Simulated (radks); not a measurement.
The numbers below are computed, except where a source is named.
Task: All-electron atom: V3+ in [Ne] 3s1 3p6 3d2 4s1 (not the ground configuration). Code: a radial shooting solver on a logarithmic mesh with Libxc functionals. Model: Dirac Kohn-Sham, PBE, spin-unpolarised, spherical densities, finite nucleus; open shells fill j = l - 1/2 first; Fermi nuclear charge, rms radius 3.6002 fm. Some entries of the table are withheld. Estimate them.

| orbital | occ. | eigenvalue (hartree) | r(max) (bohr) |
|---|---|---|---|
| 1s1/2 | 2 | -198.8781 | 0.04349 |
| 2s1/2 | 2 | (1) | 0.2555 |
| 2p1/2 | 2 | -20.39276 | (2) |
| 2p3/2 | 4 | -20.13151 | (3) |
| 3s1/2 | 1 | -4.13904 | 0.8099 |
| 3p1/2 | 2 | -3.17575 | (4) |
| 3p3/2 | 4 | -3.14221 | (5) |
| 3d3/2 | 2 | -1.64464 | 0.8184 |
| 3d5/2 | 0 | -1.64106 | 0.8201 |
| 4s1/2 | 1 | -1.12592 | 2.197 |
| 4p1/2 | 0 | -0.89750 | (6) |
| 4p3/2 | 0 | -0.89258 | (7) |
| 4d3/2 | 0 | -0.57416 | 3.188 |
| 4d5/2 | 0 | -0.57364 | 3.191 |

Result: 
(1) 2s1/2 eigenvalue (hartree): -23.87044
(2) 2p1/2 r(max) (bohr): 0.2065
(3) 2p3/2 r(max) (bohr): 0.2087
(4) 3p1/2 r(max) (bohr): 0.8248
(5) 3p3/2 r(max) (bohr): 0.8308
(6) 4p1/2 r(max) (bohr): 2.453
(7) 4p3/2 r(max) (bohr): 2.466
